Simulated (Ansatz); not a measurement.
Computed with Ansatz on PBE0-D4/def2-TZVP structures; ΔE is electronic, products minus reactants. CCSD(T)/CBS adds triple-zeta CCSD(T) − MP2 to the extrapolated MP2 energy (def2 sets, frozen cores). DFT in def2-TZVPP. HSE06 is defined as in plane-wave codes. Elements past krypton have def2 core potentials. For Mg, Sn outer-core shells are correlated without core-valence functions, which leaves a few kJ/mol of doubt a bond. One conformer a species, not always the lowest.

`[CH3][Sn]([NH2])([OH])[F]` + `[OH][Mg][OH]` → `C[O][Mg][OH]` + `[NH2][SnH]([OH])[F]`  (substitution at a C–Sn bond)

`[CH3][Sn]([NH2])([OH])[F]`:

```xyz
11

C     0.120    1.282   -1.267
Sn    0.209   -0.261    0.172
N    -1.560   -0.916    0.839
O     1.232    0.180    1.775
F     1.250   -1.706   -0.588
H    -0.607    1.027   -2.037
H     1.104    1.399   -1.717
H    -0.176    2.209   -0.778
H    -2.144   -1.362    0.144
H    -1.480   -1.534    1.637
H     2.052   -0.319    1.820
```

`[OH][Mg][OH]`:

```xyz
5

O    -1.595   -0.288    0.703
Mg    0.000    0.003    0.001
O     1.595    0.300   -0.697
H    -2.542   -0.279    0.727
H     2.541    0.265   -0.734
```

`C[O][Mg][OH]`:

```xyz
8

C     1.060    0.225   -1.368
O     0.216    0.046   -0.297
Mg   -0.873   -0.185    1.063
O    -2.026   -0.429    2.378
H     0.534    0.107   -2.326
H     1.887   -0.500   -1.361
H     1.511    1.228   -1.368
H    -2.309   -0.492    3.280
```

`[NH2][SnH]([OH])[F]`:

```xyz
8

N     1.437    0.055   -0.637
Sn   -0.260    0.366    0.359
O    -0.761   -1.378    1.059
F    -1.737    0.782   -0.811
H     1.802    0.855   -1.136
H     1.401   -0.737   -1.266
H    -0.185    1.618    1.497
H    -1.697   -1.560    0.934
```

```csv
level,ΔE (kcal/mol)
HSE06,22.2
CCSD(T)/def2-TZVPP,24.0
```

(1) What does CCSD(T)/CBS give? (An estimate is asked.)

Largest T1 diagnostic among the species: 0.014.

## Answers

(1) The calculation gave: +25.2 kcal/mol. The listed levels differ from it by -3.0, -1.2 kcal/mol.

Leaving LDA and LC-ωPBE aside and taking each functional with its dispersion term where it has one, the values, not all of them listed here, spread over 3.0 kcal/mol, from B97M-V to PBE-QIDH. LDA lies −0.9 kcal/mol from PBE without D4. The D4 term adds +0.9 kcal/mol with B3LYP and +0.5 kcal/mol with PBE0; it sums over pairs of atoms, weighted by their polarisabilities, and B3LYP, whose exchange is more repulsive, gets the larger term. In def2-TZVPP, CCSD(T) changes the Hartree–Fock value by +5.2 kcal/mol (the triples alone add +0.6 kcal/mol) and MP2 by +7.6 kcal/mol.

CCSD(T)/CBS has its own doubt, a few kJ/mol and more with outer-core shells, so smaller differences from it don't rank the levels.

B3LYP here is the variant with VWN-RPA as its local correlation; programs differ in this.
